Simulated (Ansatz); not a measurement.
One change: `N=C[SiH3]` becomes `NC/N=C/[SiH3]`.

Ansatz, PBE0-D4/def2-TZVP geometries, multiplicity 1. Each molecule was computed in one conformer, which needn't be the lowest.

```
                                          property  `N=C[SiH3]`
             LUMO energy (ωB97M-V/def2-TZVPP) / eV         1.29
                LUMO energy (PBE0/def2-TZVPP) / eV        -0.96
               HOMO energy (B3LYP/def2-TZVPP) / eV        -7.24
           HOMO–LUMO gap (ωB97M-V/def2-TZVPP) / eV        11.09
size of the dipole moment (ωB97M-V/def2-TZVPP) / D         1.78
               HOMO–LUMO gap (PBE/def2-TZVPP) / eV         3.93
```

(1) What does the change do to each property? (Best estimate.)

Answers

(1) Computed: 
| property | `NC/N=C/[SiH3]` | shift |
| --- | --- | --- |
| LUMO energy (ωB97M-V/def2-TZVPP) / eV | 1.31 | 0.02 |
| LUMO energy (PBE0/def2-TZVPP) / eV | -0.87 | 0.09 |
| HOMO energy (B3LYP/def2-TZVPP) / eV | -6.79 | 0.45 |
| HOMO–LUMO gap (ωB97M-V/def2-TZVPP) / eV | 10.73 | -0.36 |
| size of the dipole moment (ωB97M-V/def2-TZVPP) / D | 1.69 | -0.09 |
| HOMO–LUMO gap (PBE/def2-TZVPP) / eV | 3.58 | -0.35 |

With PBE0 the HOMO rises by 0.44 eV and the LUMO rises by 0.09 eV, so the gap narrows by about 0.35 eV. PBE moves the HOMO by 0.46 eV and ωB97M-V by 0.38 eV. Dipoles are sizes alone; their direction can turn.

B3LYP here is the variant with VWN-RPA as its local correlation; programs differ in this.
